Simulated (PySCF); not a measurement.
**Spin-rotation constants: `[Br][GeH2][CH2]C`, C2H7BrGe**

Molfile (atoms numbered from 1):
```
C2H7BrGe
     RDKit          3D

 11 10  0  0  0  0  0  0  0  0999 V2000
   -1.1603    0.8649   -0.6177 C   0  0  0  0  0  0  0  0  0  0  0  0
   -0.2564   -0.3517   -0.7574 C   0  0  0  0  0  0  0  0  0  0  0  0
    1.6175    0.0143   -0.3596 Ge  0  0  0  0  0  4  0  0  0  0  0  0
    2.3448    1.5949   -1.8961 Br  0  0  0  0  0  0  0  0  0  0  0  0
   -1.1831    1.2373    0.4185 H   0  0  0  0  0  0  0  0  0  0  0  0
   -2.1963    0.6275   -0.9056 H   0  0  0  0  0  0  0  0  0  0  0  0
   -0.8184    1.6923   -1.2586 H   0  0  0  0  0  0  0  0  0  0  0  0
   -0.5688   -1.1660   -0.0810 H   0  0  0  0  0  0  0  0  0  0  0  0
   -0.2893   -0.7611   -1.7799 H   0  0  0  0  0  0  0  0  0  0  0  0
    1.8178    0.6435    1.0309 H   0  0  0  0  0  0  0  0  0  0  0  0
    2.5216   -1.2164   -0.5438 H   0  0  0  0  0  0  0  0  0  0  0  0
  1  2  1  0
  2  3  1  0
  3  4  1  0
  1  5  1  0
  1  6  1  0
  1  7  1  0
  2  8  1  0
  2  9  1  0
  3 10  1  0
  3 11  1  0
M  END
```

The calculation used PySCF 2.14.0, GIAO B97-2/aug-pcSseg-1 magnetisability, rotational g tensor and spin-rotation constants, non-relativistic, gas phase. Geometry: PBE0-D3(BJ)/def2-SVP.

The calculation is non-relativistic, which matters for the atoms heavier than Zn.

Give the nuclear spin-rotation constants along the inertial axes (H = +C I·J) beside the isotropic shieldings.

Rotational constants 4.0812, 1.5387, 1.1865 GHz. A star marks the isotopologue with that one atom substituted, in its own axes.
| atom | isotope | Caa (kHz) | Cbb (kHz) | Ccc (kHz) | mean (kHz) | σ (ppm) |
| --- | --- | --- | --- | --- | --- | --- |
| Br4 | 79Br | 1.516 | 0.910 | 0.682 | 1.036 | 2788.1 |
| H5 | 1H | -0.399 | -0.152 | 0.002 | -0.183 | 30.3 |
| H6 | 1H | -0.197 | -0.076 | -0.105 | -0.126 | 29.9 |
| H7 | 1H | -0.030 | -0.106 | -0.126 | -0.087 | 29.7 |
| H8 | 1H | -0.018 | -0.123 | -0.136 | -0.092 | 30.3 |
| H9 | 1H | -0.417 | -0.155 | 0.009 | -0.188 | 30.1 |
| H10 | 1H | -0.354 | -0.114 | 0.041 | -0.142 | 26.2 |
| H11 | 1H | -0.350 | -0.005 | -0.041 | -0.132 | 26.0 |
| C1 | 13C* | 0.569 | 0.204 | 0.152 | 0.308 | 173.2 |
| C2 | 13C* | 0.548 | 0.226 | 0.173 | 0.316 | 167.9 |
| Ge3 | 73Ge* | -1.135 | -0.465 | -0.391 | -0.664 | 1336.9 |

For the geometry as given, no vibrational averaging.

How do the rotational constants and the g tensor change when H5, H6, H7, H8, H9, H10, H11 are replaced by deuterium?

Constants 3.3472, 1.3879, 1.0686 GHz; g -0.0083, -0.0029, -0.0027, against -0.0098, -0.0031, -0.0028 before.
